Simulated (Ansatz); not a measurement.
Problem. Name a neutral molecule of C, F, Si and H with HOMO–LUMO gap (ωB97M-V/def2-TZVPP) between 11.25 and 11.55 eV and HOMO energy (B3LYP/def2-TZVPP) between -8.20 and -7.90 eV (Ansatz, PBE0-D4/def2-TZVP geometry).

Solution. `FC[SiH2][SiH2]F` (11.40 eV, -8.09 eV); `F[SiH]([SiH3])C[SiH3]` (11.53 eV, -7.95 eV). Other molecules can fit too; these were computed, each in one conformer that needn't be the lowest.

B3LYP here is the variant with VWN-RPA as its local correlation; programs differ in this.
